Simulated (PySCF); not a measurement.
CH₆O₃Si, SMILES C[Si](O)(O)O (connectivity only; charge and spin as stated), charge -1, multiplicity 2. Atoms are numbered in the order given.

```xyz
11

O     -1.7980     0.5092     0.0000
Si     0.0140     0.2637     0.0000
O     -0.0412    -0.7237     1.4263
O     -0.0412    -0.7237    -1.4263
C      1.9536     0.4300     0.0000
H     -1.9429     1.4657     0.0000
H     -0.9706    -0.7936     1.6813
H     -0.9706    -0.7936    -1.6813
H      2.3035     0.9695    -0.8947
H      2.3035     0.9695     0.8947
H      2.4030    -0.5841     0.0000
```
Charge -1, spin multiplicity 2.

Coordinates come from a TPSSh-D3(BJ)/def2-SVPD optimisation. Other conformers were not sampled.

Level of theory: PBE/def2-SVPD (PySCF).

Mulliken values depend strongly on the basis, most of all with diffuse functions as here. Atomic charges (e):

```json
[
 {"atom": "O1", "meta-Löwdin": "-0.82", "Mulliken": "-0.21", "Mulliken spin": "-0.49"},
 {"atom": "Si2", "meta-Löwdin": "___", "Mulliken": "-0.35", "Mulliken spin": "1.88"},
 {"atom": "O3", "meta-Löwdin": "-0.78", "Mulliken": "-0.43", "Mulliken spin": "-0.16"},
 {"atom": "O4", "meta-Löwdin": "-0.78", "Mulliken": "-0.43", "Mulliken spin": "-0.16"},
 {"atom": "C5", "meta-Löwdin": "___", "Mulliken": "0.16", "Mulliken spin": "-0.04"},
 {"atom": "H6", "meta-Löwdin": "0.27", "Mulliken": "0.21", "Mulliken spin": "-0.03"},
 {"atom": "H7", "meta-Löwdin": "0.30", "Mulliken": "0.05", "Mulliken spin": "0.03"},
 {"atom": "H8", "meta-Löwdin": "0.30", "Mulliken": "0.05", "Mulliken spin": "0.03"},
 {"atom": "H9", "meta-Löwdin": "___", "Mulliken": "-0.02", "Mulliken spin": "-0.05"},
 {"atom": "H10", "meta-Löwdin": "___", "Mulliken": "-0.02", "Mulliken spin": "-0.05"},
 {"atom": "H11", "meta-Löwdin": "___", "Mulliken": "0.00", "Mulliken spin": "0.03"}
]
```

Task: Some entries are withheld; supply them. (Estimate from the structure and the level; the computed values follow.)

Result: 
- Si2, meta-Löwdin: 0.83
- C5, meta-Löwdin: -0.58
- H9, meta-Löwdin: 0.09
- H10, meta-Löwdin: 0.09
- H11, meta-Löwdin: 0.08
